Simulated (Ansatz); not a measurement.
`BN[SiH2]C=C` from Hartree–Fock to CCSD(T)

Z-matrix (Å, degrees):
```
Si
N 1 1.747
C 1 1.856 2 111.3
H 1 1.482 2 105.9 3 122.0
H 1 1.489 2 110.3 3 -118.3
B 2 1.398 1 127.2 3 -119.5
H 2 1.011 1 116.2 3 59.6
C 3 1.331 1 122.4 2 -119.6
H 3 1.089 1 119.3 2 60.5
H 6 1.198 2 119.0 1 -0.4
H 6 1.198 2 119.7 1 179.5
H 8 1.087 3 122.4 1 -179.7
H 8 1.087 3 121.5 1 0.2
```

Total charge 0; spin multiplicity 1. The geometry is a stationary point of PBE0-D4/def2-TZVP. It is one conformer, not always the lowest. Frozen core, restricted reference, the Gaussian-basis code of Ansatz. CBS rows extrapolate triple and quadruple zeta; past MP2 they add the triple-zeta difference.

| basis | HF (Eh) | MP2 corr. | CCSD corr. | (T) | CCSD(T) total |
| --- | --- | --- | --- | --- | --- |
| def2-SVP | ? | -0.61678 | ? | -0.02174 | ? |
| def2-TZVPP | -448.57587 | -0.75927 | ? | -0.03367 | ? |
| def2-QZVPP | -448.59270 | -0.81034 | – | – | – |
| CBS(def2) | -448.59501 | -0.84816 | ? | as TZ | ? |

**Question.** Fill in the withheld values. (Estimate.)

**Answer.** Ansatz gave: def2-SVP HF (Eh): -448.28982; def2-SVP CCSD corr.: -0.67976; def2-SVP CCSD(T) total: -448.99132; def2-TZVPP CCSD corr.: -0.81308; def2-TZVPP CCSD(T) total: -449.42262; CBS(def2) CCSD corr.: -0.90197; CBS(def2) CCSD(T) total: -449.53065.
